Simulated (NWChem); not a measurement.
# C₄H₃FO; SMILES c1cc(oc1)F

```xyz
9

F     -0.0288    -1.9726     0.0000
C      0.0879    -0.6724     0.0000
C      1.1739     0.1426     0.0000
C      0.6197     1.4665     0.0000
C     -0.7322     1.3221     0.0000
O     -1.0588     0.0001     0.0000
H      2.2169    -0.1608     0.0000
H      1.1685     2.4059     0.0000
H     -1.5661     2.0175     0.0000
```
Atoms are numbered in this order, from 1.

Level: PBE0/def2-SVP (NWChem), optimised geometry, unscaled harmonic frequencies. 

Task: List the harmonic frequencies with IR intensities, and the thermochemistry.

Result: 
| frequency (cm⁻¹) | IR intensity (km/mol) |
|---|---|
| 304 | 0.5 |
| 454 | 0.3 |
| 620 | 3.6 |
| 665 | 15.0 |
| 685 | 11.7 |
| 734 | 49.2 |
| 805 | 31.1 |
| 891 | 0.0 |
| 898 | 1.1 |
| 999 | 34.5 |
| 1022 | 20.6 |
| 1123 | 19.1 |
| 1200 | 8.0 |
| 1258 | 6.6 |
| 1348 | 42.7 |
| 1475 | 58.2 |
| 1594 | 49.0 |
| 1716 | 204.9 |
| 3281 | 1.1 |
| 3306 | 4.3 |
| 3320 | 0.9 |

```json
{
 "zero_point_energy": "39.6 kcal/mol",
 "thermal correction to the enthalpy at 298.15 K (with zero-point energy)": "42.9 kcal/mol",
 "heat capacity Cv": "15.8 cal/(mol K)",
 "entropy at 298.15 K and 1 atm (symmetry number 1)": "69.3 cal/(mol K)",
 "dipole_moment": "1.50 D"
}
```

Rigid rotor and harmonic oscillator.
